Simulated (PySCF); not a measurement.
## Correlation energy of Ge (germanium, neutral)

[Ar] 3d10 4s2 4p1 4d1, one real determinant (an excited configuration). Computed with PySCF 2.14 in aug-cc-pVQZ-DK (8s7p5d3f2g, 93 functions), with scalar relativity by spin-free X2C-1e. Frozen: [Ar] 3d10; 4 electrons correlated.

MP2 pair energies summed by pair of shells (mhartree):

```json
{"pair": "4s-4s", "energy": "-22.01", "share (%)": "45.9"}
{"pair": "4s-4p", "energy": "-17.35", "share (%)": "36.1"}
{"pair": "4s-4d", "energy": "-6.59", "share (%)": "13.7"}
{"pair": "4p-4d", "energy": "-2.05", "share (%)": "4.3"}
```

Total MP2 correlation energy: -48.00 mhartree.

Same-spin part -6.63 and opposite-spin part -41.37 mhartree; SCS-MP2 scales them by 1/3 and 6/5 to -51.86 mhartree.

The reference is one real determinant that mixes LS terms of this configuration.
